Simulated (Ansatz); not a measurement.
The first iterations of a band of Cl$_{2}$FHSi (5 atoms, charge 0, multiplicity 1).

Theory: RKS PBE0-D4/cc-pVDZ in Ansatz 0.2.0.

- movable images: 7
- climbing image: from the first iteration
- spring: 5.0 eV/Å²
- optimiser: fire
- start path: through a guess of the saddle point
- force threshold: 0.05 eV/Å
- iteration limit: 60
- end points: relaxed

Image 0:

```xyz
5
Properties=species:S:1:pos:R:3
Si 0.187 0.033 0.261
H -0.081 -0.002 1.715
Cl 2.203 0.037 -0.107
Cl -0.688 1.672 -0.603
F -0.447 -1.300 -0.435
```

Image 8:

```xyz
5
Properties=species:S:1:pos:R:3
Si -1.074 0.205 0.073
H 1.768 -0.492 1.995
Cl 1.848 0.261 0.945
Cl -0.592 1.649 -1.402
F -0.774 -1.182 -0.778
```

| iteration | highest image above the first end (eV) | largest band force component (eV/Å) |
| --- | --- | --- |
| 1 | 4.120 | 6.330 |
| 2 | 3.508 | 2.982 |
| 3 | 3.415 | 2.573 |
| 4 | 3.346 | 2.343 |
| 5 | 3.234 | 1.820 |
| 6 | 3.126 | 1.075 |
| 7 | 3.074 | 1.466 |
| 8 | 3.058 | 1.237 |
| 9 | 3.032 | 0.944 |
| 10 | 3.003 | 0.831 |
| 11 | 2.977 | 0.692 |
| 12 | 2.970 | 0.675 |
| 13 | 2.958 | 0.638 |
| 14 | 2.944 | 0.581 |

**Question.** Does the band converge within its limit, and where does its top end?

**Answer.** The forces met the threshold. It ended after 44 iterations with the highest image 2.860 eV above the first end. Another band between the same ends (7 images) ends at a top of the same energy, where a vibrational analysis finds 1 clearly imaginary mode. The orbitals stay closed-shell, which can raise the energy where a bond breaks towards radicals; this wasn't checked here.

Run time: 15 min on 1 thread of Arm Neoverse V1, on a shared host, peak memory 0.15 GiB.
